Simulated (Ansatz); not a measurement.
SiH2Me(OMe) (C2H8OSi), relaxed as a singlet with RKS r2SCAN-D4/def2-SVP in Ansatz, starting from the GFN2-xTB geometry. Force threshold 0.02 eV/Å.

Start:

Cartesian coordinates in Å:
```
Si -0.2773 0.0889 0.7314
H 0.4077 1.0832 1.5694
H -1.7231 0.3181 0.8593
C 0.2072 -1.6781 1.1813
H -0.0047 -1.8633 2.2289
H 1.2649 -1.8589 1.0184
H -0.3455 -2.4083 0.5977
O 0.1948 0.2111 -0.8171
C 0.0877 1.3093 -1.6671
H -0.9548 1.6176 -1.7789
H 0.4839 1.0230 -2.6422
H 0.6593 2.1573 -1.2812
```

Problem. Estimate the energy that the relaxation releases and the steps that it takes.

Solution. 10.7 kJ/mol, in 6 steps; 12 s on 4 threads of Arm Neoverse V1 on a shared host. No frequencies were taken in this run, so the end may be a saddle point.

Problem. Does the start keep its bonding?

Solution. By distances, no bond broke or formed. The bond that changes most is Si1–O8, from 1.62 to 1.67 Å (atoms count from 1).

Problem. Predict the relaxed structure.

Solution. 
Cartesian coordinates in Å:
```
Si -0.2294 0.0330 0.6840
H 0.4917 1.0558 1.5116
H -1.7010 0.2961 0.8119
C 0.1932 -1.6937 1.2361
H -0.0914 -1.8520 2.2887
H 1.2748 -1.8782 1.1415
H -0.3358 -2.4387 0.6215
O 0.2345 0.1642 -0.9147
C 0.0711 1.3366 -1.6771
H -0.9919 1.6364 -1.7550
H 0.4479 1.1515 -2.6954
H 0.6363 2.1890 -1.2530
```
Bond lengths: 1 × O–Si 1.67 Å; 1 × C–Si 1.86 Å; 1 × C–O 1.41 Å; 6 × C–H 1.10 to 1.11 Å; 2 × H–Si 1.50 Å.
